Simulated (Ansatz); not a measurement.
`[CH3][Sn]([SH])([Cl])[Cl]` → `[CH2]` (triplet) + `[SH][SnH]([Cl])[Cl]` at 600 K and 1 bar (formal loss of a carbene).

Program: Ansatz. Geometries: PBE0-D4/def2-TZVP. ΔE: electronic, gas phase. CCSD(T)/CBS is the MP2 limit (def2-TZVPP, def2-QZVPP) plus CCSD(T) − MP2 in def2-TZVPP, frozen cores. This one scheme is used for every species. Triplets are unrestricted, without spin–orbit coupling. def2 core potentials past Kr. For Sn outer-core shells are correlated without core-valence functions, which leaves a few kJ/mol of doubt a bond. Each species was taken in one conformer, which may not be the lowest.

| species | CCSD(T)/CBS energy (Eh) | H − E (kJ/mol) | S (J/(mol·K)) |
| --- | --- | --- | --- |
| `[CH3][Sn]([SH])([Cl])[Cl]` | -1571.95481 | 195.0 | 518.8 |
| `[CH2]` (triplet) | -39.09499 | 66.5 | 220.8 |
| `[SH][SnH]([Cl])[Cl]` | -1532.67433 | 101.8 | 452.0 |

H − E and S are ideal-gas, rigid-rotor, harmonic terms from PBE0-D4/def2-TZVP, for one conformer and one mirror image of each species, with the whole ground term of open shells counted as degenerate. 1 Eh = 2625.50 kJ/mol, R = 8.31446 J/(mol·K).

Problem. By hand: ΔE, ΔH, ΔS and ΔG.

Solution. ΔE = (-39.09499) + (-1532.67433) − (-1571.95481) = 0.18549 Eh = 487.0 kJ/mol. Δ(H − E) = 66.5 + 101.8 − 195.0 = -26.7, so ΔH = 460.3 kJ/mol. ΔS = 220.8 + 452.0 − 518.8 = 154.0 J/(mol·K). ΔG = 460.3 − 600 × (154.0)/1000 = 367.9 kJ/mol.

Problem. By hand: the equilibrium constant, and the temperature at which ΔG would vanish if ΔH and ΔS stayed fixed.

Solution. log₁₀ K = −ΔG/(RT ln 10) = -32.0. ΔG = 0 at ΔH/ΔS = 2989 K, far beyond where these terms or the molecules hold.

The number of gas molecules changes by +1, which sets the sign of ΔS. A doubt of 5 kJ/mol in ΔE shifts log₁₀ K by 0.4 here. Other conformers and mirror images would add mixing entropy, several J/(mol·K) or more a flexible species. Modes under 60 cm⁻¹, often nearly free rotors, make the harmonic entropy too high. A triplet takes part, so the spin changes. These are equilibria of isolated gas molecules and say nothing of rates. Largest T1 diagnostic: 0.011 (customary marks: 0.02 for closed shells, 0.045 for open ones).
